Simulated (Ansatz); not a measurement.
C₂H₄AlN, SMILES `C[C]1=[N][AlH]1`, 8 atoms. The species carries charge 0 and has multiplicity 1. All runs use 2 threads of an Arm Neoverse V2 on a shared host. Correlated methods freeze the cores. Open-shell runs search over several starts.

(1) Give the basis size and wall time and peak host memory of each of these runs in Ansatz. UHF-CCSD(T)/def2-TZVPP energy of the cation; RHF-CCSD(T)/def2-SVP energy; RKS revPBE-D4/def2-TZVPP energy; UKS PBE0-D4/def2-TZVPP energy of the cation; UKS PBE-D4/def2-TZVPP energy of the cation; direct RPA on PBE orbitals/def2-TZVPP energy; RKS PBE0-D4/def2-QZVPP energy; UKS ωB97X-V/def2-TZVPP energy of the cation; RHF-MP2/def2-QZVPP energy; RKS PBE0-D4/def2-SVP energy; RHF-CCSD(T)/def2-TZVPP energy; UKS r2SCAN-D4/def2-TZVPP energy of the cation. (Estimate.)

Answers

(1) The calculation gave: Other jobs shared the machine, so times are rough.

```tsv
level	job	functions	wall time	peak host memory (GiB)
RKS PBE0-D4/def2-SVP	energy	80	0.8 s	0.36
RHF-CCSD(T)/def2-SVP	energy	80	1.8 s	0.36
RKS revPBE-D4/def2-TZVPP	energy	191	1.8 s	0.19
UKS PBE-D4/def2-TZVPP	energy of the cation	191	3.1 s	0.36
UKS PBE0-D4/def2-TZVPP	energy of the cation	191	4.5 s	0.45
direct RPA on PBE orbitals/def2-TZVPP	energy	191	5.5 s	0.4
RKS PBE0-D4/def2-QZVPP	energy	361	5.5 s	0.85
UKS r2SCAN-D4/def2-TZVPP	energy of the cation	191	8.5 s	0.36
UKS ωB97X-V/def2-TZVPP	energy of the cation	191	12 s	0.61
RHF-MP2/def2-QZVPP	energy	361	14 s	1.5
RHF-CCSD(T)/def2-TZVPP	energy	191	38 s	2
UHF-CCSD(T)/def2-TZVPP	energy of the cation	191	11 min	2
```
